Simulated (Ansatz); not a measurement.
BrClF₂Si (`F[Si](F)(Cl)Br`), relaxed with RKS PBE-D4/def2-SVP in the Gaussian-basis code of Ansatz from a rough embedded geometry. The force threshold is 0.03 eV/Å; the program also tests the step.

The species carries charge 0 and has multiplicity 1.

Start:

```xyz
5

F     1.685    0.006    0.357
Si    0.064    0.097   -0.029
F    -0.181    1.281   -1.083
Cl   -0.965    0.444    1.644
Br   -0.602   -1.828   -0.889
```

(1) By how much does the energy fall, and how many steps does the optimiser take? (An estimate is asked.)

(2) Which bonds change most? (An estimate is asked.)

(3) Give the relaxed structure. (Estimate.)

## Answers

(1) Computed: 8.38 kJ/mol, in 4 steps.

(2) The calculation gave: F1–Si2 from 1.669 to 1.615 Å; Si2–Cl4 from 1.995 to 2.038 Å; Si2–Br5 from 2.211 to 2.193 Å; Si2–F3 from 1.603 to 1.615 Å.

(3) Ansatz gave: 
```xyz
5

F     1.639    0.008    0.323
Si    0.061    0.068   -0.018
F    -0.159    1.269   -1.075
Cl   -0.973    0.485    1.689
Br   -0.568   -1.830   -0.919
```
